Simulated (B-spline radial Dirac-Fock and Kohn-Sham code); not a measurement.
Photoemission from Mo⁵⁺ at 1000 eV, detector at θ = 54.7°, φ = 0°

System: the Mo⁵⁺ ion, [Kr] 4d1. Calculated with a radial atomic solver, using Dirac-Hartree-Slater photoionisation with a Latter tail; cross sections with all multipoles, angular parameters from the dipole term and its interference with E2. Thresholds are orbital energies of the model. For linearly polarised light dσ/dΩ = σ/(4π) [1 + β P₂(cos θ) + (δ + γ cos²θ) sin θ cos φ], with θ from the polarisation vector and φ the angle between the beam and the projection of the electron momentum on the plane normal to the polarisation. The dipole factor is 1 + βP₂ and the non-dipole term is the rest of the bracket. Open shells are filled statistically over j.

Input of the calculation (task.json; shells as n, l, electrons):

```json
{"items": [{
  "Z": 42,
  "q": 5,
  "cfg": [[1, 0, 2], [2, 0, 2], [2, 1, 6], [3, 0, 2], [3, 1, 6], [3, 2, 10], [4, 0, 2], [4, 1, 6], [4, 2, 1]],
  "A": 98,
  "rrms": 4.4091,
  "do": "xps",
  "hv": [70.6, 75.2, 81.5, 83.9, 92.0, 92.8, 150.0, 159.0, 200, 246.0, 273.0, 400, 455.0, 540.0, 661.0, 800, 814.0, 943.0, 1000, 1240.0, 1770.0, 2000, 2280.0, 2340.0, 3220.0, 4040.0, 5100.0, 9251.7, 12000, 15000]
}]}
```

Command: `python xray2_run.py task.json out`

```csv
subshell,threshold (eV),σ (kb),β,γ,δ,dipole factor,non-dipole term,dσ/dΩ (kb/sr)
3s,565.2,59.3,1.99,0.27,0.000,1.002,+0.073,5.07
3p1/2,480.8,82.1,1.56,0.01,0.002,1.001,+0.004,6.57
3p3/2,462.6,166,1.57,-0.01,0.003,1.001,0.000,13.2
3d3/2,311.5,170,1.22,0.18,0.047,1.001,+0.087,14.8
3d5/2,308.0,248,1.22,0.19,0.047,1.001,+0.089,21.5
4s,136.2,12.8,2.00,0.06,0.000,1.002,+0.017,1.04
4p1/2,110.6,14.2,1.68,-0.02,0.000,1.001,-0.006,1.13
4p3/2,107.6,28.3,1.69,-0.02,0.001,1.001,-0.005,2.25
4d3/2,67.83,1.72,1.30,0.23,0.041,1.001,+0.097,0.150
4d5/2,67.43,2.51,1.29,0.24,0.041,1.001,+0.098,0.220
```
